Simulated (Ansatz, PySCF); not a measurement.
Energy difference 2 R1 → P1, each structure at its B3LYP-D3(BJ)/def2-TZVP stationary point, reached from a drawn start (curvature not checked).
P1, H2 (SMILES [H][H]) (charge 0, multiplicity 1):
```xyz
2

H      0.0000     0.0000    -0.3720
H      0.0000     0.0000     0.3720
```
R1: H atom, charge 0, multiplicity 2.

P less R. No zero-point or thermal terms.

Programs: Ansatz (a first-principles code); PySCF for M06-2X. Each number belongs to the level named beside it.

### Question
What is the computed reaction energy (BLYP/def2-TZVPP)?

### Answer
-109.5 kcal/mol

### Question
Predict the reaction energy from M06-2X/def2-TZVPP.

### Answer
-108.3 kcal/mol

### Question
Give the reaction energy at the level B3LYP/def2-TZVPP.

### Answer
-110.3 kcal/mol
